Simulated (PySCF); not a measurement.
C₄H₄O, SMILES c1ccoc1. Atoms are numbered in the order given.

```xyz
9

C      0.0000     0.7183    -0.9608
C      0.0000    -0.7183    -0.9608
C      0.0000    -1.0940     0.3523
O      0.0000     0.0000     1.1555
C      0.0000     1.0940     0.3523
H      0.0000     1.3793    -1.8248
H      0.0000    -1.3793    -1.8248
H      0.0000    -2.0576     0.8545
H      0.0000     2.0576     0.8545
```
Charge 0, spin multiplicity 1.

Coordinates come from a B3LYP-D3(BJ)/def2-SVP optimisation.

Calculation: SMD-M06-2X/def2-SVP in PySCF.

Solvation free energies are E(SMD) − E(gas) at the gas-phase geometry, for 1 M in both phases. In vacuum the dipole moment is 0.58 D.

Problem. Rank water, 1-octanol, methanol by solvation free energy, most negative first.

Solution. methanol (-2.2 kcal/mol), 1-octanol (-1.9 kcal/mol), water (-0.5 kcal/mol)
